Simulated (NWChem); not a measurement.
# CH₆GeSi, singlet; SMILES [CH3][Ge][SiH3]

```xyz
9

Ge    -0.4962     0.6437    -0.0019
C      1.4439     1.1942     0.0066
H      1.7817     1.0914    -1.0518
H      2.1119     0.5464     0.6111
H      1.5717     2.2537     0.3033
Si     0.0772    -1.7679    -0.0063
H      0.3122    -2.0822     1.4597
H      1.3594    -2.1159    -0.7290
H     -1.0024    -2.7077    -0.4825
```
Atoms are numbered in this order, from 1.

All runs: NWChem. Low-valent species are run as closed-shell singlets; no triplet was tried in these runs. Geometry: optimised at PBE-D3(BJ)/def2-SVP.

### Question
What does the run give for PBE0/cc-pVDZ? Quantities: highest occupied level (eV); orbital gap (eV); dipole (D).

### Answer
highest occupied level (eV): -6.20
orbital gap (eV): 3.37
dipole (D): 1.16
